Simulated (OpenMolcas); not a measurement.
**Lines of W3+: computed and rescaled rates**

```json
{
 "Program": "OpenMolcas",
 "Method": "MS-RASPT2, IPEA 0.25 Eh, imaginary shift 0.1 Eh (closed shells correlated: 5s 5p)",
 "Basis": "ANO-RCC-VTZP [8s7p5d3f2g1h]",
 "Scalar Hamiltonian": "DKH2, point nucleus",
 "Active space": "3 electrons in 9 orbitals (RAS2 5d 6s; RAS3 6p, at most 2 electrons)",
 "State averaging": "2S+1 = 4 even, 20 roots; 2S+1 = 2 even, 70 roots kept (CI in the orbitals of an earlier block); 2S+1 = 4 odd, 45 roots; 2S+1 = 2 odd, 90 roots kept (CI in the orbitals of an earlier block, 80 in the spin-orbit step)",
 "Spin-orbit coupling": "RASSI with atomic mean-field integrals over the reference wave functions, term energies averaged over their components"
}
```

Rates come from the transition moments of the reference wave functions (E1 in the length form). At fixed line strength A goes as λ^-3 for E1 and M1 and as λ^-5 for E2, so a rate at the computed wavelength can be rescaled to the measured one. Measured vacuum wavelengths follow from level energies in the list in J. Phys. B 45, 035001 (2012). Branching counts E1 and M1 decays inside the model space alone, at computed energies, and the table is only a selection of the E1 lines, drawn from those between levels with measured partners whose computed energy lies within a factor of 1.5 of the measured one.

```json
{"Upper": "5d2 6p 4D* 1/2(1) [64 %]", "Lower": "5d3 4F 3/2", "Type": "E1", "λ computed (nm)": "100", "λ measured (nm)": "101.6", "A computed (s-1)": "2.08e+09", "A rescaled (s-1)": "1.98e+09", "Branching %": "57.8"}
{"Upper": "5d2 6p 4F* 7/2 [61 %]", "Lower": "5d3 4F 7/2", "Type": "E1", "λ computed (nm)": "105.7", "λ measured (nm)": "106.9", "A computed (s-1)": "1.16e+09", "A rescaled (s-1)": "1.12e+09", "Branching %": "45.8"}
{"Upper": "5d2 6p 4D* 1/2(1) [64 %]", "Lower": "5d2 6s 4F 3/2", "Type": "E1", "λ computed (nm)": "153.4", "λ measured (nm)": "152", "A computed (s-1)": "7.06e+08", "A rescaled (s-1)": "7.26e+08", "Branching %": "19.7"}
{"Upper": "5d2 6p 4G* 7/2", "Lower": "5d2 6s 4F 5/2", "Type": "E1", "λ computed (nm)": "173.1", "λ measured (nm)": "173.2", "A computed (s-1)": "5.40e+08", "A rescaled (s-1)": "5.39e+08", "Branching %": "47.6"}
{"Upper": "5d2 6p 4D* 1/2(1) [64 %]", "Lower": "5d3 4P 1/2 [58 %]", "Type": "E1", "λ computed (nm)": "114.2", "λ measured (nm)": "115.4", "A computed (s-1)": "4.66e+08", "A rescaled (s-1)": "4.52e+08", "Branching %": "13.0"}
{"Upper": "5d2 6p 4G* 9/2 [68 %]", "Lower": "5d2 6s 4F 7/2", "Type": "E1", "λ computed (nm)": "166.7", "λ measured (nm)": "166.7", "A computed (s-1)": "4.64e+08", "A rescaled (s-1)": "4.64e+08", "Branching %": "32.0"}
{"Upper": "5d2 6p 4G* 5/2 [64 %]", "Lower": "5d2 6s 4F 3/2", "Type": "E1", "λ computed (nm)": "188.3", "λ measured (nm)": "190.1", "A computed (s-1)": "4.24e+08", "A rescaled (s-1)": "4.12e+08", "Branching %": "44.9"}
{"Upper": "5d2 6p 4G* 9/2 [68 %]", "Lower": "5d2 6s 4F 9/2", "Type": "E1", "λ computed (nm)": "179.1", "λ measured (nm)": "179.2", "A computed (s-1)": "3.58e+08", "A rescaled (s-1)": "3.57e+08", "Branching %": "24.7"}
{"Upper": "5d2 6p 4F* 7/2 [61 %]", "Lower": "5d2 6s 4F 7/2", "Type": "E1", "λ computed (nm)": "164.9", "λ measured (nm)": "163.2", "A computed (s-1)": "3.26e+08", "A rescaled (s-1)": "3.36e+08", "Branching %": "12.9"}
{"Upper": "5d2 6p 4F* 7/2 [61 %]", "Lower": "5d2 6s 4F 5/2", "Type": "E1", "λ computed (nm)": "155", "λ measured (nm)": "153.3", "A computed (s-1)": "3.06e+08", "A rescaled (s-1)": "3.16e+08", "Branching %": "12.1"}
{"Upper": "5d2 6p 4G* 9/2 [68 %]", "Lower": "5d3 4F 9/2 [73 %]", "Type": "E1", "λ computed (nm)": "109.5", "λ measured (nm)": "111.4", "A computed (s-1)": "2.71e+08", "A rescaled (s-1)": "2.57e+08", "Branching %": "18.7"}
{"Upper": "5d2 6p 4G* 7/2", "Lower": "5d2 6s 4F 7/2", "Type": "E1", "λ computed (nm)": "185.6", "λ measured (nm)": "185.8", "A computed (s-1)": "2.35e+08", "A rescaled (s-1)": "2.34e+08", "Branching %": "20.7"}
{"Upper": "5d2 6p 4D* 1/2(1) [64 %]", "Lower": "5d2 6s 4P 1/2", "Type": "E1", "λ computed (nm)": "193", "λ measured (nm)": "188.9", "A computed (s-1)": "2.31e+08", "A rescaled (s-1)": "2.46e+08", "Branching %": "6.4"}
{"Upper": "5d2 6p 4G* 9/2 [68 %]", "Lower": "5d3 4F 7/2", "Type": "E1", "λ computed (nm)": "106.4", "λ measured (nm)": "108.4", "A computed (s-1)": "2.29e+08", "A rescaled (s-1)": "2.17e+08", "Branching %": "15.8"}
{"Upper": "5d2 6p 4G* 7/2", "Lower": "5d3 4F 5/2", "Type": "E1", "λ computed (nm)": "109.6", "λ measured (nm)": "112", "A computed (s-1)": "2.13e+08", "A rescaled (s-1)": "2.00e+08", "Branching %": "18.8"}
{"Upper": "5d2 6p 4F* 7/2 [61 %]", "Lower": "5d2 6s 4F 9/2", "Type": "E1", "λ computed (nm)": "177.1", "λ measured (nm)": "175.1", "A computed (s-1)": "2.08e+08", "A rescaled (s-1)": "2.15e+08", "Branching %": "8.2"}
{"Upper": "5d2 6p 4G* 5/2 [64 %]", "Lower": "5d3 4F 3/2", "Type": "E1", "λ computed (nm)": "113.7", "λ measured (nm)": "117.2", "A computed (s-1)": "1.94e+08", "A rescaled (s-1)": "1.77e+08", "Branching %": "20.5"}
{"Upper": "5d2 6p 4G* 5/2 [64 %]", "Lower": "5d2 6s 4F 5/2", "Type": "E1", "λ computed (nm)": "197.3", "λ measured (nm)": "199.2", "A computed (s-1)": "1.47e+08", "A rescaled (s-1)": "1.43e+08", "Branching %": "15.5"}
{"Upper": "5d2 6p 4F* 7/2 [61 %]", "Lower": "5d3 4F 5/2", "Type": "E1", "λ computed (nm)": "102.1", "λ measured (nm)": "103.3", "A computed (s-1)": "9.21e+07", "A rescaled (s-1)": "8.89e+07", "Branching %": "3.6"}
{"Upper": "5d2 6p 4F* 7/2 [61 %]", "Lower": "5d3 4P 5/2", "Type": "E1", "λ computed (nm)": "119.5", "λ measured (nm)": "120.3", "A computed (s-1)": "7.83e+07", "A rescaled (s-1)": "7.67e+07", "Branching %": "3.1"}
{"Upper": "5d2 6p 4F* 7/2 [61 %]", "Lower": "5d3 2F 5/2", "Type": "E1", "λ computed (nm)": "138.9", "λ measured (nm)": "138.2", "A computed (s-1)": "7.39e+07", "A rescaled (s-1)": "", "Branching %": "2.9"}
{"Upper": "5d2 6p 4G* 9/2 [68 %]", "Lower": "5d2 6s 2F 7/2 [75 %]", "Type": "E1", "λ computed (nm)": "217.2", "λ measured (nm)": "216.5", "A computed (s-1)": "6.48e+07", "A rescaled (s-1)": "", "Branching %": "4.5"}
{"Upper": "5d2 6p 4F* 7/2 [61 %]", "Lower": "5d3 2G 7/2", "Type": "E1", "λ computed (nm)": "117.1", "λ measured (nm)": "117.6", "A computed (s-1)": "5.44e+07", "A rescaled (s-1)": "", "Branching %": "2.2"}
{"Upper": "5d2 6p 4G* 5/2 [64 %]", "Lower": "5d3 2F 5/2", "Type": "E1", "λ computed (nm)": "171.8", "λ measured (nm)": "174.4", "A computed (s-1)": "3.88e+07", "A rescaled (s-1)": "", "Branching %": "4.1"}
{"Upper": "5d2 6p 4G* 5/2 [64 %]", "Lower": "5d3 2D 5/2(1)", "Type": "E1", "λ computed (nm)": "157", "λ measured (nm)": "159.9", "A computed (s-1)": "2.31e+07", "A rescaled (s-1)": "", "Branching %": "2.5"}
```

Spin-changing lines and M1 lines between different terms are not rescaled, since their strength hangs on the term gaps too.

The largest correction is for 5d2 6p 4G* 5/2 [64 %] → 5d3 4F 3/2 (E1): 1.94e+08 × (113.7 / 117.2)^3 = 1.77e+08 s-1, a factor of 0.91.

The computed rate and branching of 5d2 6p 4D* 1/2(1) [64 %] → 5d3 4F 3/2 give the upper level a radiative lifetime of 0.578 / 2.08e+09 s-1 = 2.78e-10 s, counting decays inside the model space alone.

No measured rate stands beside these. Rescaling mends the energy factor alone: line strengths can still be far off where a level mixes with configurations outside the active space, and weak or spin-changing lines hang on small mixing coefficients that depend on the term gaps too, so rescaling need not improve them.

CASPT2 breaks the degeneracy within a term, and the mean is taken; among the terms shown or strongly mixed into the levels shown the widest spread is 750 cm-1 (5d2 6s 2G). Blocks of more than 70 roots (2S+1 = 2 odd) ran without multistate coupling. Some high roots are left out of the spin-orbit mixing, which shifts the levels that they would mix with. Terms from blocks run as CI alone lack orbitals of their own. A single d shell beside an s shell can misplace configurations of different d count against each other. Measured partners are found by configuration, term and J. A level has none where our copy of the source lacks it or the pairing is in doubt (some pairs that miss far off the trend of their configuration count as doubtful). Levels of configurations outside the active space are missing.

A share in square brackets marks a mixed level and gives the weight of the term that names it. A number in round brackets counts repeated terms of one configuration in the order of the reference energies. * marks odd parity.
